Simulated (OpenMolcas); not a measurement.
Cu2+ (d9) among equal point charges was computed by CASSCF with the d shell active (OpenMolcas, ANO-RCC-VDZP on the metal). Its lowest spin-free states, and all those of the highest spin:

```json
{"2S+1": "2", "Degeneracy": "2", "E (cm-1)": "0.0"}
{"2S+1": "2", "Degeneracy": "1", "E (cm-1)": "1046"}
{"2S+1": "2", "Degeneracy": "2", "E (cm-1)": "9005"}
```

Problem. Is the site octahedral, tetrahedral or cube-like, axial, or of lower symmetry?

Solution. The states with 2S+1 = 2 have orbital degeneracies 2, 1, 2. There are pairs but no triples, so the site is axial: not cubic, but with a proper or improper axis of order three or more. The run had Cu2+ among 6 point charges of -1 e arranged as a trigonal prism (D3h), 1.66 Å from the ion, with a polar angle of 40.3° against the regular 49.1°.

An orbital doublet at a regular site is open to a Jahn-Teller distortion, which this geometry leaves out. Point charges carry no covalency, so the field is a model and not that of real ligands. No measured value stands beside these numbers.
